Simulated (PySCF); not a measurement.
# RuH₂, singlet: molecular constants

These are results of PBE0/[Ru def2-TZVP with ECP28, H def2-TZVP], scalar-relativistic core potentials, density fitting, no spin–orbit coupling, PySCF, not measurements.

The structure is a minimum.

```xyz
3
charge 0 multiplicity 1, angstrom
Ru    0.0000    0.0000   -0.0213
H     1.0918    0.0000    1.0786
H    -1.0918    0.0000    1.0786
```

```json
{
  "Point group": "C2v",
  "Bond lengths": "Ru–H 1.550 Å (×2)",
  "Bond angles": "H–Ru–H 89.6°",
  "Enthalpy at 298.15 K above 0 K": "10.23 kJ/mol",
  "Dipole moment": "2.65 D",
  "Principal polarisabilities": "23.7, 37.0, 39.4 bohr³",
  "Lowest empty level": "-2.99 eV",
  "Rotational constants": "7.049, 7.016, 3.516 cm⁻¹",
  "Principal quadrupole moments (Buckingham, traceless) about the centre of mass": "-2.27, -1.91, 4.17 D Å",
  "Atomisation energy without zero-point energy": "416 kJ/mol",
  "Heat capacity Cp at 298.15 K": "36.9 J/(mol K)",
  "Highest occupied level": "-5.61 eV",
  "Entropy at 298.15 K and 1 bar": "224.7 J/(mol K)",
  "Rotational symmetry number": "2",
  "Zero-point energy": "29.9 kJ/mol"
}
```

Harmonic modes (masses in u: Ru 101.904, H 1.008):
```tsv
symmetry	ω (cm⁻¹)	IR (km/mol)	type
a1	680	32.9	bend
b2	2121	232	stretch
a1	2201	59.0	stretch
```

In C2v the vibrations span 2a1 + b2. Here b1 is antisymmetric to the molecular plane and b2 lies in it.

Charges (e):
```csv
atom,Mulliken,Löwdin,polar tensor,Mayer order to Ru1
Ru1,0.08,0.02,0.56,–
"H2,3",-0.04,-0.01,-0.28,1.00
```

Mulliken populations on Ru1 (electrons outside its core potential): s 2.45, p 6.09, d 7.38, f 0.00.

This need not be the most stable arrangement of these atoms. At this level a triplet minimum of C2v symmetry lies 103 kJ/mol below this structure. At the minimum of this search the closed-shell solution is unstable towards spin polarisation, so a lower open-shell solution exists.

The final relaxation and frequency run took about 12 core-seconds on a shared host.
